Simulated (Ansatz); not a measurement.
Relaxation of CH₅Ga (7 atoms, charge 0, multiplicity 1), to a largest force component of 0.02 eV/Å in at most 40 steps.

All numbers below come from RKS B3LYP/def2-SVP (Ansatz 0.2.0).

```xyz
7
Properties=species:S:1:pos:R:3
Ga 0.000 0.000 0.000
H 0.000 0.000 1.570
C 1.715 0.000 -0.990
H 2.044 -1.046 -1.160
H 1.578 0.508 -1.967
H 2.484 0.538 -0.398
H -1.360 0.000 -0.785
```

Problem. Where does it end, and by what steps?

Solution. It converged. After 3 steps the energy has fallen by 0.014 eV; H5 moved furthest, 0.04 Å.

```csv
step,energy less start (eV),largest force component (eV/Å),accepted
0,0.0000,0.269,yes
1,-0.0135,0.133,yes
2,-0.0143,0.046,yes
3,-0.0143,0.007,yes
```

```xyz
7
Properties=species:S:1:pos:R:3
Ga -0.005 0.008 0.002
H -0.019 -0.013 1.582
C 1.711 0.022 -0.989
H 2.031 -1.023 -1.152
H 1.614 0.494 -1.978
H 2.511 0.524 -0.422
H -1.381 -0.013 -0.773
```

Whether the end is a true minimum wasn't checked by a vibrational analysis.

The run took 18 s on 1 thread of Arm Neoverse N1 (shared host), peak memory 0.13 GiB.
